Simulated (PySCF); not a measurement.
This PySCF input asks for the NMR shieldings of `CNB(C)COC=O`, C4H10BNO2; the geometry comes from GFN2-xTB.

```python
import basis_set_exchange as bse
import numpy as np
from pyscf import gto, dft
from pyscf.prop import nmr

atoms = """
C    -1.986303    1.271627   -0.211411
N    -0.702968    0.653110    0.030218
B    -0.203873   -0.528164   -0.471377
C    -1.037067   -1.473991   -1.436055
C     1.281256   -0.969075   -0.050267
O     1.950613   -0.037853    0.829852
C     2.598244    0.955395    0.270431
O     2.712951    1.186365   -0.899802
H    -1.861973    2.237565   -0.707852
H    -2.586786    0.626936   -0.846890
H    -2.517786    1.434909    0.729681
H    -0.127077    1.213915    0.644336
H    -1.361214   -0.946046   -2.330454
H    -1.936415   -1.845513   -0.948203
H    -0.467053   -2.339191   -1.762463
H     1.284141   -1.915104    0.495348
H     1.902706   -1.095968   -0.942933
H     3.049845    1.577399    1.066664
"""
names = dict.fromkeys(["C", "N", "B", "O", "H"], "pcSseg-1")
basis = {el: gto.basis.parse(bse.get_basis(n, elements=[el], fmt="nwchem")) for el, n in names.items()}
mol = gto.M(atom=atoms, basis=basis, charge=0, verbose=0)
mf = dft.RKS(mol, xc="PBE0")
mf.grids.level = 2
mf.grids.alignment = dft.numint.BLKSIZE   # the property module wants whole blocks of grid points
mf.conv_tol = 1e-9
mf.kernel()

calc = nmr.RKS(mf)   # GIAO
C = mf.mo_coeff
Co = C[:, mf.mo_occ > 0]
resp = mf.gen_response(singlet=True, hermi=2)
def vind(x):   # induced exchange potential for any number of trial vectors
    d = np.einsum("pi,xij,qj->xpq", C, 2 * x.reshape(-1, C.shape[1], Co.shape[1]), Co, optimize=True)
    return np.einsum("xpq,pi,qj->xij", resp(d - d.transpose(0, 2, 1)), C, Co, optimize=True).ravel()
mo1, _ = nmr.rhf.solve_mo1(calc, with_cphf=vind)
sigma = calc.kernel(mo1)
for i, s in enumerate(sigma):   # ppm
    print("%2d %-2s %9.2f" % (i, mol.atom_pure_symbol(i), np.trace(s) / 3))
```

Task: Give the expected output.

Result: 
```
 0 C     153.65
 1 N     151.83
 2 B      60.65
 3 C     189.48
 4 C     122.31
 5 O     132.89
 6 C      21.45
 7 O    -103.44
 8 H      28.79
 9 H      28.55
10 H      28.84
11 H      27.71
12 H      31.36
13 H      31.49
14 H      31.56
15 H      27.92
16 H      26.75
17 H      23.46
```

These numbers come from an equivalent density-fitted implementation of the same equations, which agrees with the script to about 0.01 ppm for H and up to a few tenths of a ppm for heavy atoms, so last digits may differ.

Size and cost of the density-fitted run: 186 basis functions, 14 s wall time on 1 thread of an AMD EPYC 9R45 96-Core, shared host; peak memory 0.89 GiB.
